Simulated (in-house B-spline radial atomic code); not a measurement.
Configurations of Ne⁷⁺, with energies counted from [He] 2s1. All numbers are computed (Dirac-Hartree-Fock, average of configuration; Fermi nucleus of rms radius 3.0055 fm) with a radial B-spline atomic code at the basis-set limit, not measured. Energies include first-order Breit, QED and recoil terms.

```tsv
configuration	E - E(ref) (eV)	highest orbital	its <r> (bohr)
[He] 3p1	140.66	3p3/2	1.536
[He] 4s1	182.07	4s1/2	2.872
[He] 4p1	183.87	4p3/2	2.84
[He] 4d1	184.49	4d5/2	2.623
[He] 5d1	204.1	5d5/2	4.31
[He] 5f1	204.11	5f7/2	3.937
[He] 5g1	204.12	5g9/2	3.437
[He] 6p1	214.57	6p3/2	6.572
[He] 6d1	214.75	6d5/2	6.371
```

(1) Order these further configurations by energy, lowest first.
A. [He] 6g1
B. [He] 3s1
C. [He] 6s1
D. [He] 5p1
E. [He] 2p1

(2) How far above the reference does [He] 5s1 lie?

(3) How far above the reference does [He] 4f1 lie?

(4) How far above the reference does [He] 6f1 lie?

Answers

(1) E (16.132 eV), B (136.26 eV), D (203.78 eV), C (214.05 eV), A (214.76 eV).

(2) 202.88 eV; its least bound orbital is 5s1/2 with <r> = 4.527 bohr.

(3) 184.52 eV; its least bound orbital is 4f7/2 with <r> = 2.25 bohr.

(4) 214.76 eV; its least bound orbital is 6f7/2 with <r> = 5.999 bohr.
